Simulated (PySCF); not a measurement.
Electronic structure of Sn²⁺ (tin, charge +2) at the BHandHLYP level

Configuration: [Kr] 4d10 5s2, closed-shell 1S. Computed with PySCF 2.14 in def2-TZVPPD with the def2 core potential (28 electrons) (7s5p4d2f, 56 functions), with a scalar-relativistic core potential.

| Property | Result |
| --- | --- |
| Total energy | -213.4024 hartree |
| One-electron energy | -362.4652 hartree |
| Hartree (Coulomb) energy | 166.5528 hartree |
| Exchange-correlation energy | -17.4900 hartree |
| ⟨S²⟩ | 0.0000 |
| ⟨L²⟩ | 0.000 |
| Sum of ⟨r⟩ | 22.48 bohr |
| Sum of ⟨r²⟩ | 32.11 bohr² |

```tsv
shell	electrons	mean orbital energy (hartree)	rms radius, mean of both spins (bohr)
4s	2	-6.04130	0.877
4p	6	-4.32172	0.953
4d	10	-1.78033	1.18
5s	2	-1.02838	2.38
```

Energies and moments cover only the electrons outside the core potential.
